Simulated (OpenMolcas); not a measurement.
An OpenMolcas run meant for Tm IV (ANO-R3, X2C; inactive shells 1s 2s 2p 3s 3p 3d 4s 4p 4d 5s 5p; intended active space 12 electrons in 7 orbitals (4f)). One step of its input:

```
&CASPT2
Multistate=18 1 2 3 4 5 6 7 8 9 10 11 12 13 14 15 16 17 18
Frozen=14 9
IPEA=-0.5
Imaginary=0.1
MaxIter=60
WThr=0.0 0.3 0.05
PrWF=0.5
NoMix
```

The run finished. Its levels beside those of a sound run (SS-CASPT2, IPEA 0.25 Eh, imaginary shift 0.1 Eh (closed shells correlated: 5s 5p)), in cm⁻¹ above each run's lowest level:

```csv
Level,This run,Usual run
4f¹² ³H₆,0.0,0.0
4f¹² ³F₄ [65 %],5353,5555
4f¹² ³H₅,8336,8336
4f¹² ³H₄ [60 %],12647,12691
4f¹² ³F₃,13780,14302
4f¹² ³F₂,14987,15447
4f¹² ¹G₄ [58 %],21881,21597
```

Problem. Which setting is unsound, and how much does it matter here?

Solution. The IPEA shift is negative. Against the sound run the excited levels shown move by 250 cm-1 on average and by 520 cm-1 at most.

Term energies are means over components that CASPT2 splits; among the terms shown or strongly mixed into the levels shown the widest spread is 770 cm-1 (4f¹² ¹G, this run). Some high roots are left out of the spin-orbit mixing, which shifts the levels that they would mix with. Levels of configurations outside the active space are missing.

A share in square brackets marks a mixed level and gives the weight of the term that names it, the lowest over the columns.
